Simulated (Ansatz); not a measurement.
Isolated molecules relaxed with PBE0-D4/def2-TZVP in Ansatz; ΔE leaves out vibrations. CCSD(T)/CBS adds triple-zeta CCSD(T) − MP2 to the extrapolated MP2 energy (def2 sets, frozen cores). Functionals use def2-TZVPP. Open shells (•) are unrestricted, without spin–orbit coupling. Spin–orbit coupling would lower the free atoms: clearly for Br. def2 core potentials past Kr. Bonds to Br, In are less sure, by a few kJ/mol each and by 10 to 20 or more in all where they break to atoms, as the def2 sets lack core-valence functions. Scalar relativity is left out up to krypton. One conformer a species, not always the lowest.

Consider the homolysis of the Br–In bond: `C[O][InH][Br]` → Br• + `C[O][InH]`•.

```
        species  PBE0 energy (Eh)
`C[O][InH][Br]`       -2879.69507
            Br•       -2573.81189
   `C[O][InH]`•        -305.74536
```

Work out ΔE.

ΔE = (-2573.81189) + (-305.74536) − (-2879.69507) = 0.13782 Eh = +3.75 eV. CCSD(T)/CBS gives +4.01 eV.

Largest T1 diagnostic among the species: 0.020.

The D4 term adds +0.08 eV with B3LYP and +0.05 eV with PBE0; it sums over pairs of atoms, weighted by their polarisabilities, and B3LYP, whose exchange is more repulsive, gets the larger term. From r2SCAN to r2SCAN0 (25 % exact exchange), in def2-TZVPP and without D4, ΔE moves by −0.04 eV: exact exchange takes away binding that semilocal exchange gives to molecules. In def2-TZVPP, CCSD(T) changes the Hartree–Fock value by +0.94 eV (the triples alone add +0.09 eV) and MP2 by +1.13 eV; breaking electron pairs costs correlation energy, which Hartree–Fock lacks.

B3LYP here is the variant with VWN-RPA as its local correlation; programs differ in this.
